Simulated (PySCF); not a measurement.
F₃In, charge -1, doublet, geometry from GFN2-xTB (such geometries of metal compounds can be far from the true shape) (a state made from the parent by changing its charge; the spin is typed, not shown lowest) (all electrons, no relativity) (in this run its highest filled SCF level lies above zero, so its values depend strongly on the basis, on diffuse functions most of all), with bond 2-1 at 1.6 times its length; B3LYP/STO-3G (PySCF).

The PySCF input:
```python
from pyscf import gto, scf, dft

mol = gto.M(
    atom='''
In   -0.00000000    0.00000000   -0.00000000
F    -3.12005557   -1.89770926    0.05586197
F     0.01763842    2.14457977   -0.78171535
F     1.93239631   -0.95851148    0.74680162
''',
    basis='sto-3g',
    charge=-1,
    spin=1,
    verbose=4,
)

mf = dft.UKS(mol)
mf.xc = 'b3lyp'
mf.diis_space = 4
mf.kernel()
mf.analyze()
```

### Question
What does PySCF print? Leave out banner, timings and long lists.

### Answer

```
PySCF version 2.14.0

[INPUT] verbose = 4
[INPUT] num. atoms = 4
[INPUT] num. electrons = 77
[INPUT] charge = -1
[INPUT] spin (= nelec alpha-beta = 2S) = 1
[INPUT] symmetry False subgroup None
[INPUT] Mole.unit = angstrom
[INPUT] Symbol           X                Y                Z      unit          X                Y                Z       unit  Magmom
[...]
nuclear repulsion = 295.738353999333
number of shells = 20
number of NR pGTOs = 126
number of NR cGTOs = 42
basis = sto-3g
ecp = {}

******** <class 'pyscf.dft.uks.UKS'> ********
method = UKS
initial guess = minao
damping factor = 0
level_shift factor = 0
DIIS = <class 'pyscf.scf.diis.CDIIS'>
diis_start_cycle = 1
diis_space = 4
diis_damp = 0
SCF conv_tol = 1e-09
SCF conv_tol_grad = None
SCF max_cycles = 50
direct_scf = True
direct_scf_tol = 1e-13
number electrons alpha = 39  beta = 38
XC library pyscf.dft.libxc version 7.1.2
    S. Lehtola, C. Steigemann, M. J. T. Oliveira, and M. A. L. Marques,  SoftwareX 7, 1–5 (2018)
XC functionals = b3lyp
    P. J. Stephens, F. J. Devlin, C. F. Chabalowski, and M. J. Frisch,  J. Phys. Chem. 98, 11623 (1994)
radial grids:
    Treutler-Ahlrichs [JCP 102, 346 (1995); DOI:10.1063/1.469408] (M4) radial grids

becke partition: Becke, JCP 88, 2547 (1988); DOI:10.1063/1.454033
pruning grids: <function nwchem_prune>
grids dens level: 3
symmetrized grids: False
atomic radii adjust function: <function treutler_atomic_radii_adjust>
small_rho_cutoff = 0
Set gradient conv threshold to 3.16228e-05
tot grids = 64664
init E= -5964.34594330257

cycle= 1 E= -5979.56383127797  delta_E= -15.2  |g|= 0.306  |ddm|= 1.53
cycle= 2 E= -5977.32796047052  delta_E= 2.24  |g|= 1.52  |ddm|= 2.64
cycle= 3 E= -5979.67425431473  delta_E= -2.35  |g|= 0.0475  |ddm|= 2.21
cycle= 4 E= -5979.6305462574  delta_E= 0.0437  |g|= 0.135  |ddm|= 0.656
cycle= 5 E= -5979.66937651  delta_E= -0.0388  |g|= 0.055  |ddm|= 0.331
cycle= 6 E= -5979.67726026459  delta_E= -0.00788  |g|= 0.0052  |ddm|= 0.223
cycle= 7 E= -5979.67734273179  delta_E= -8.25e-05  |g|= 0.00308  |ddm|= 0.0398
cycle= 8 E= -5979.67735264084  delta_E= -9.91e-06  |g|= 0.0015  |ddm|= 0.00718
cycle= 9 E= -5979.67735838457  delta_E= -5.74e-06  |g|= 0.000258  |ddm|= 0.00725
cycle= 10 E= -5979.67735846932  delta_E= -8.48e-08  |g|= 0.000268  |ddm|= 0.00124
cycle= 11 E= -5979.67735860879  delta_E= -1.39e-07  |g|= 0.000106  |ddm|= 0.00104
cycle= 12 E= -5979.67735865088  delta_E= -4.21e-08  |g|= 0.000115  |ddm|= 0.00126
[...]
converged SCF energy = -5979.67735871064  <S^2> = 0.75290342  2S+1 = 2.0029013
Total Energy =                       -5979.677358710640874
[...]
[...]
To work with the spin densities directly, `use mulliken_meta_spin()` only printing them here.

 ** Mulliken spin pop alpha/beta on meta-lowdin orthogonal AOs **
 ** Mulliken Spin Density (per AO)  **
spin_pop of  0 In 1s        0.00000
spin_pop of  0 In 2s        0.00000
spin_pop of  0 In 3s        0.00001
spin_pop of  0 In 4s        0.00018
spin_pop of  0 In 5s        0.08558
spin_pop of  0 In 2px       0.00000
spin_pop of  0 In 2py      -0.00000
spin_pop of  0 In 2pz      -0.00000
spin_pop of  0 In 3px      -0.00000
spin_pop of  0 In 3py      -0.00000
spin_pop of  0 In 3pz      -0.00000
spin_pop of  0 In 4px      -0.00000
spin_pop of  0 In 4py      -0.00003
spin_pop of  0 In 4pz      -0.00001
spin_pop of  0 In 5px       0.00102
spin_pop of  0 In 5py      -0.00999
spin_pop of  0 In 5pz      -0.00189
spin_pop of  0 In 3dxy      0.00000
spin_pop of  0 In 3dyz      0.00000
spin_pop of  0 In 3dz^2     0.00000
spin_pop of  0 In 3dxz      0.00000
spin_pop of  0 In 3dx2-y2    0.00000
spin_pop of  0 In 4dxy      0.00132
spin_pop of  0 In 4dyz      0.00203
spin_pop of  0 In 4dz^2     0.00130
spin_pop of  0 In 4dxz      0.00071
spin_pop of  0 In 4dx2-y2    0.00024
spin_pop of  1 F 1s        0.00000
spin_pop of  1 F 2s        0.00018
spin_pop of  1 F 2px       0.57226
spin_pop of  1 F 2py       0.21096
spin_pop of  1 F 2pz       0.00019
spin_pop of  2 F 1s       -0.00000
spin_pop of  2 F 2s       -0.00007
spin_pop of  2 F 2px       0.00138
spin_pop of  2 F 2py       0.06119
spin_pop of  2 F 2pz       0.00546
spin_pop of  3 F 1s       -0.00000
spin_pop of  3 F 2s       -0.00007
spin_pop of  3 F 2px       0.06192
spin_pop of  3 F 2py       0.00151
spin_pop of  3 F 2pz       0.00460
 ** Mulliken Spin Density (per atom)  **
spin density of  0 In =      0.08049
spin density of  1 F =      0.78359
spin density of  2 F =      0.06796
spin density of  3 F =      0.06796
 ** Mulliken pop alpha/beta on meta-lowdin orthogonal AOs **
 ** Mulliken pop       alpha | beta **
In total            39.00000 | 38.00000
 ** Mulliken atomic charges   ( Nelec_alpha | Nelec_beta ) **
charge of  0In =     -0.20247  (    24.64148     24.56099 )
charge of  1F =     -0.21445  (     4.99902      4.21543 )
charge of  2F =     -0.29155  (     4.67976      4.61179 )
charge of  3F =     -0.29153  (     4.67975      4.61179 )

WARN: System has nonzero charge -1; the dipole moment is origin-dependent.
Location of origin: [0. 0. 0.]

Dipole moment(X, Y, Z, Debye):  2.03155,  1.23547, -0.03633
```
